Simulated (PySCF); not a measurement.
Two-component Hartree-Fock for Bi⁺ (bismuth, charge +1)

Start: [Xe] 4f14 5d10 6s2 6p2; 6p1/2 filled at m_j = -1/2, +1/2. Calculated with PySCF 2.14 in x2c-SVPall-2c with one added diffuse shell each of s, p type (8s12p7d2f, 93 functions): generalised Hartree-Fock with the X2C-1e Hamiltonian and a Gaussian nucleus; one run each with spin-orbit coupling (SO) switched off, then screened by Boettger's factors.

```tsv
spinor shell	electrons	ε, spin-free (eV)	ε, screened SO (eV)	weight of nominal j (screened SO)	rms radius, screened SO (bohr)
1s1/2	2	-91052.5	-91009.3	1.000	0.0178
2s1/2	2	-16526.6	-16512.0	1.000	0.0718
2p1/2	2	-14161.2	-15841.8	1.000	0.0606
2p3/2	4	-14161.2	-13516.4	1.000	0.0691
3s1/2	2	-4069.3	-4063.6	1.000	0.183
3p1/2	2	-3383.4	-3761.5	1.000	0.175
3p3/2	4	-3383.4	-3233.6	1.000	0.192
3d3/2	4	-2679.8	-2742.7	1.000	0.168
3d5/2	6	-2679.8	-2631.9	1.000	0.172
4s1/2	2	-980.29	-977.72	1.000	0.401
4p1/2	2	-751.78	-845.05	1.000	0.404
4p3/2	4	-751.78	-713.30	1.000	0.438
4d3/2	4	-483.80	-496.63	1.000	0.450
4d5/2	6	-483.80	-472.08	1.000	0.455
4f5/2	6	-187.54	-188.80	1.000	0.479
5s1/2	2	-190.03	-188.69	1.000	0.891
4f7/2	8	-187.54	-183.42	1.000	0.481
5p1/2	2	-123.33	-140.63	1.000	0.950
5d3/2	4	-44.060	-44.934	1.000	1.31
5d5/2	6	-44.060	-41.661	1.000	1.32
6s1/2	2	-25.980	-25.484	1.000	2.33
6p1/2	2	-15.585	-16.062	1.000	2.83
```

Question: Where does 5p3/2 lie, and what is the 5p spin-orbit splitting (screened SO)?

Answer: At -115.10 eV, 25.535 eV above 5p1/2.

```
   quantity     spin-free   screened SO
E (hartree)  -21512.33825  -21553.36913
        M_J             0             0
       ⟨J²⟩         2.009         0.000
       ⟨L²⟩         2.004         1.513
       ⟨S²⟩         2.004         1.513
```

Breit and QED terms are absent; they matter most for the inner s and p1/2 levels.

Densities and radii are taken from the X2C orbitals without a picture-change correction, which distorts them close to the nucleus.

Without spin-orbit coupling the j labels of p, d and f shells carry no meaning; the spin-free column gives the mean over the occupied spinors of each nl shell.
